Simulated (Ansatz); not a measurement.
Consider the formal exchange of groups at the In–C bond: `[CH3][InH][C]#N` + `CCCC` → `[CH3][InH][CH3]` + `CCCC#N`.

Calculated with Ansatz (gas phase, PBE0-D4/def2-TZVP geometries, no zero-point term in ΔE). CCSD(T)/CBS adds triple-zeta CCSD(T) − MP2 to the extrapolated MP2 energy (def2 sets, frozen cores). Functionals use def2-TZVPP. B3LYP here is the variant with VWN-RPA as its local correlation; programs differ in this. HSE06 is defined as in plane-wave codes. Elements past krypton have def2 core potentials. For In outer-core shells are correlated without core-valence functions, which leaves a few kJ/mol of doubt a bond. Each species was taken in one conformer, which may not be the lowest.

Q: Is it downhill or uphill in electronic energy at CCSD(T)/CBS, and by how much? (An estimate is asked.)

A: Computed: Uphill: ΔE = +41.5 kJ/mol.

Q: What do these levels give: PBE-D4, BLYP-D4, B97M-V, B3LYP-D4, HSE06-D4, B3LYP, HF/def2-SVP, CCSD/def2-SVP, CCSD/def2-TZVPP, CCSD(T)/def2-TZVPP, HF/CBS(def2), CCSD/CBS(def2)? (Estimate.)

A: The calculation gave: PBE-D4 29.0, BLYP-D4 34.0, B97M-V 38.0, B3LYP-D4 36.2, HSE06-D4 32.8, B3LYP 35.6, HF/def2-SVP 51.4, CCSD/def2-SVP 50.7, CCSD/def2-TZVPP 44.5, CCSD(T)/def2-TZVPP 43.7, HF/CBS(def2) 51.6, CCSD/CBS(def2) 42.3 kJ/mol.

Largest T1 diagnostic among the species: 0.014.

From PBE to PBE0 (25 % exact exchange), in def2-TZVPP and without D4, ΔE moves by +4.1 kJ/mol. Leaving LDA and LC-ωPBE aside and taking each functional with its dispersion term where it has one, the values, not all of them listed here, spread over 12.5 kJ/mol, from PBE-D4 to BHLYP-D4. LDA lies −6.5 kJ/mol from PBE without D4. In def2-TZVPP, CCSD(T) changes the Hartree–Fock value by −8.2 kJ/mol (the triples alone add −0.8 kJ/mol) and MP2 by −11.5 kJ/mol.
